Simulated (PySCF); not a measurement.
# Working out the ionisation energy of C⁺

C⁺ [He] 2s2 2p1 (2P) → C²⁺ [He] 2s2 (1S). All numbers are calculated (PySCF 2.14, the non-relativistic Hamiltonian (point nucleus), in dyall-acv3z (15s9p4d2f, 76 functions)). Frozen: nothing; the 5 highest virtual orbitals dropped. Energies in hartree (1 hartree = 27.21139 eV):

```
            part  C⁺ (lower)  C²⁺ (upper)
             UHF  -37.296698   -36.408412
CCSD correlation   -0.124865    -0.121603
             (T)   -0.001570    -0.000601
```

**Question.** What does Hartree-Fock give?

**Answer.** (-36.408412) − (-37.296698) = 0.888286 hartree = 24.171 eV.

**Question.** What do CCSD and CCSD(T) give?

**Answer.** The CCSD correlation energies differ by 0.003262 hartree = 0.089 eV and the triples by 0.000969 hartree = 0.026 eV, so CCSD gives 24.260 eV and CCSD(T) 24.286 eV.

Measured between the centres of the two terms (NIST): 24.378 eV, so CCSD(T) (valence and next inner shell) is off by -0.092 eV.

The coupled-cluster amplitudes are large, so a single reference is strained.

What remains against the reference includes basis incompleteness and higher excitations.
